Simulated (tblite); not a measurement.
Species: C5H3Cl2F3.
Atom-mapped SMILES: `[CH2:1]=[C:2]([Cl:3])/[C:4]([Cl:5])=[CH:6]/[C:7]([F:8])([F:9])[F:10]` (hydrogens: H11, H12 on C1; H13 on C6)

Computed with GFN2-xTB (tblite), gas phase: L-BFGS steps from a force-field or distance-geometry start until the largest atomic force falls under 0.01 eV/Å.

Step 41: E = -965.9126 eV
```
atom  x, y, z in Å  |  force x, y, z in eV/Å
C1     -2.5647   -0.4888    0.6129    0.020   0.068   0.017
C2     -1.5870    0.0463   -0.1131   -0.066  -0.038   0.035
Cl3    -1.9461    0.8252   -1.6171    0.003  -0.003   0.052
C4     -0.1690    0.0126    0.2443    0.008  -0.049  -0.004
Cl5     0.1733   -0.4034    1.8760   -0.017  -0.012   0.015
C6      0.8262    0.2651   -0.6126   -0.048   0.027   0.019
C7      2.2720    0.1778   -0.2420    0.021  -0.012   0.003
F8      2.6590    1.1325    0.6219   -0.018   0.026  -0.020
F9      2.6010   -0.9928    0.3274    0.027  -0.033  -0.027
F10     3.0503    0.3034   -1.3243    0.024   0.029   0.001
H11    -2.3554   -1.0017    1.5368   -0.002   0.065  -0.048
H12    -3.5935   -0.4214    0.3070    0.028  -0.041  -0.038
H13     0.6295    0.5458   -1.6348    0.021  -0.026  -0.007
```

Step 42: E = -965.9132 eV
```
atom  x, y, z in Å  |  force x, y, z in eV/Å
C1     -2.5657   -0.4877    0.6124   -0.016   0.068   0.028
C2     -1.5874    0.0452   -0.1119    0.009  -0.024   0.020
Cl3    -1.9426    0.8185   -1.6175   -0.009   0.021   0.016
C4     -0.1698    0.0114    0.2477    0.021  -0.054  -0.010
Cl5     0.1725   -0.4062    1.8790   -0.018  -0.009   0.010
C6      0.8248    0.2645   -0.6097    0.006   0.017   0.013
C7      2.2730    0.1782   -0.2432   -0.005  -0.006   0.001
F8      2.6590    1.1322    0.6218   -0.011   0.023  -0.013
F9      2.6056   -0.9932    0.3224    0.024  -0.025  -0.028
F10     3.0494    0.3087   -1.3269    0.002   0.023   0.015
H11    -2.3596   -0.9990    1.5356    0.010   0.035   0.010
H12    -3.5924   -0.4166    0.3049   -0.021  -0.049  -0.049
H13     0.6289    0.5444   -1.6321    0.009  -0.022  -0.013
```

Step 43: E = -965.9138 eV
```
atom  x, y, z in Å  |  force x, y, z in eV/Å
C1     -2.5671   -0.4833    0.6152   -0.011   0.061   0.017
C2     -1.5877    0.0415   -0.1130    0.031  -0.016   0.014
Cl3    -1.9413    0.8053   -1.6238   -0.010   0.023   0.014
C4     -0.1702    0.0070    0.2469    0.037  -0.039  -0.016
Cl5     0.1727   -0.4174    1.8772   -0.020  -0.006  -0.010
C6      0.8243    0.2676   -0.6088    0.025  -0.002   0.005
C7      2.2736    0.1792   -0.2431   -0.017   0.003  -0.001
F8      2.6588    1.1317    0.6240   -0.009   0.009  -0.008
F9      2.6062   -0.9945    0.3183    0.020  -0.003  -0.030
F10     3.0506    0.3138   -1.3262   -0.012   0.017   0.020
H11    -2.3620   -0.9892    1.5405    0.013   0.024   0.036
H12    -3.5926   -0.4132    0.3062   -0.049  -0.044  -0.053
H13     0.6303    0.5521   -1.6310    0.003  -0.026   0.011
```

Problem. Estimate the geometry and energy of step 44. (The exact step hangs on the optimiser's Hessian estimate; all steps are aligned on step 43, rigid shifts and turns removed.)

Solution. E = -965.9146 eV, largest force 0.085 eV/Å
```
atom  x, y, z in Å  |  force x, y, z in eV/Å
C1     -2.5698   -0.4741    0.6200   -0.009   0.032   0.000
C2     -1.5874    0.0353   -0.1143    0.047  -0.001  -0.002
Cl3    -1.9387    0.7824   -1.6343   -0.007   0.023   0.018
C4     -0.1700   -0.0013    0.2459    0.039  -0.013  -0.017
Cl5     0.1729   -0.4369    1.8742   -0.019  -0.004  -0.035
C6      0.8239    0.2722   -0.6069    0.047  -0.037  -0.008
C7      2.2742    0.1811   -0.2430   -0.020   0.015  -0.004
F8      2.6582    1.1309    0.6278   -0.004  -0.012   0.007
F9      2.6087   -0.9965    0.3101    0.011   0.028  -0.028
F10     3.0517    0.3236   -1.3250   -0.027   0.010   0.017
H11    -2.3663   -0.9721    1.5493    0.009   0.020   0.062
H12    -3.5938   -0.4076    0.3066   -0.063  -0.033  -0.046
H13     0.6319    0.5637   -1.6281   -0.005  -0.029   0.036
```

The energy changes by -0.0009 eV. The first-order estimate −F·Δx gives -0.0012 eV and the mean of the old and new forces, exact on a quadratic surface, -0.0009 eV. The step makes an angle of 80° with the force vector and moves no atom by more than 0.025 Å.

What follows is the cost of the whole relaxation. On one thread, AMD EPYC 9R45 (x86_64), no GPU, shared host with 96 logical CPUs at a one-minute load of 15, this took 0.44 s.
